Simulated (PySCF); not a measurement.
# How methods differ on the excitation energy of C

C [He] 2s2 2p2 (3P) → C [He] 2s2 2p1 3s1, s spin flipped, as a difference of total energies. Computed with PySCF 2.14 in dyall-acv3z (15s9p4d2f, 76 functions), with the non-relativistic Hamiltonian (point nucleus). Correlated levels: valence: 1s2 frozen; valence and next inner shell: nothing frozen; virtual orbitals above 40 to 60 times the deepest correlated orbital energy dropped. The calculations carry no spin-orbit coupling.

```tsv
method	excitation energy (eV)
UHF	7.539
LDA	8.037
PBE	7.864
PBE0	7.880
r2SCAN	8.157
wB97X-V	7.920
PW91	7.919
BLYP	7.822
LC-wPBE	8.122
MP2 (valence)	7.821
SCS-MP2 (valence)	7.702
MP2 (valence and next inner shell)	7.830
SCS-MP2 (valence and next inner shell)	7.705
```

Problem. How much does correlation contribute at MP2 (valence and next inner shell)?

Solution. 7.830 − (7.539) = 0.291 eV, measured against UHF.

The upper determinant mixes two multiplicities, so it lies between the two terms.

The promoted electron is Rydberg-like, and one or two diffuse shells describe it only roughly, which tends to raise the upper state.
